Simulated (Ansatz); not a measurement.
```xyz
12

C    -0.256   -0.180   -1.682
Si   -0.293   -0.769    0.071
F    -1.780   -0.588    0.657
C     0.845    0.215    1.181
S     0.357    1.962    1.267
H    -1.008   -0.697   -2.281
H     0.723   -0.375   -2.128
H    -0.446    0.894   -1.732
H     0.029   -2.218    0.174
H     0.919   -0.214    2.182
H     1.851    0.212    0.753
H    -0.942    1.757    1.539
```

Charge 0, multiplicity 1.

Problem. List the PBE/def2-TZVPP orbital energies in eV (the Gaussian-basis code of Ansatz). (Estimate.)

Solution. The calculation gave: Occupied: -2395.85, -1780.25, -659.65, -269.67, -268.69, -208.77, -154.95, -154.84, -154.64, -137.90, -94.70, -94.61, -94.59, -29.35, -19.54, -17.50, -15.97, -12.99, -11.21, -10.84, -10.82, -10.33, -9.88, -9.77, -9.69, -8.85, -7.77, -7.59, -5.61. Lowest empty: -0.53, -0.36, 0.37, 0.85, 1.03, 1.47, 1.89, 2.05.
